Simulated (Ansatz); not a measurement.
Si2H3OF (SMILES F[Si]O[SiH3]): name the method

Si2H3OF: 7 atoms, total charge 0, spin state singlet. SMILES: `F[Si]O[SiH3]`. Geometry: relaxed at PBE0-D4/def2-TZVP. This is one conformer, not always the lowest.

```xyz
7

F     0.6393   -1.8295    1.6087
Si   -0.4287   -2.1655    0.4415
O    -0.5383   -0.7365   -0.3346
Si   -0.0256    0.8371   -0.4067
H    -0.7051    1.4807   -1.5555
H    -0.3857    1.5378    0.8500
H     1.4440    0.8758   -0.6033
```

A calculation with Ansatz 0.2.0 gave:

```
total energy  : -755.6990 Eh
HOMO energy   : -7.61 eV
LUMO energy   : -1.98 eV
HOMO–LUMO gap : 5.64 eV
```

Task: Which of these levels gave the numbers?
A. BHLYP/def2-SVPD
B. HF/def2-SVPD
C. r2SCAN/def2-SVPD
D. B3LYP/def2-SVPD

Result: D. The others give -755.5181 Eh (r2SCAN/def2-SVPD), -753.7202 Eh (HF/def2-SVPD), -755.5863 Eh (BHLYP/def2-SVPD).
